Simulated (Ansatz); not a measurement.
```xyz
8

N    -0.6283   -2.2626    1.6300
C    -0.4488   -1.4333    0.8525
Si   -0.1574   -0.1113   -0.3675
F    -0.7519   -0.5315   -1.7555
C     1.6356    0.1730   -0.5266
N     2.7685    0.3548   -0.6169
C    -0.9587    1.4215    0.2066
N    -1.4590    2.3893    0.5775
```

Total charge 0; spin multiplicity 1.

List the B3LYP/def2-TZVPP orbital energies in eV (Ansatz 0.2.0). (An estimate is asked.)

Computed: Occupied: -1803.38, -673.66, -391.47, -391.47, -391.47, -278.94, -278.94, -278.94, -147.69, -103.04, -103.01, -103.01, -34.72, -26.36, -26.29, -26.29, -19.54, -15.98, -15.98, -15.64, -13.83, -13.83, -11.69, -11.55, -11.55, -11.40, -11.18, -11.18, -10.97, -10.97, -10.88. Lowest empty: -3.51, -2.59, -2.59, -0.97, -0.97, 0.23, 0.24, 1.63.

B3LYP here is the variant with VWN-RPA as its local correlation; programs differ in this.
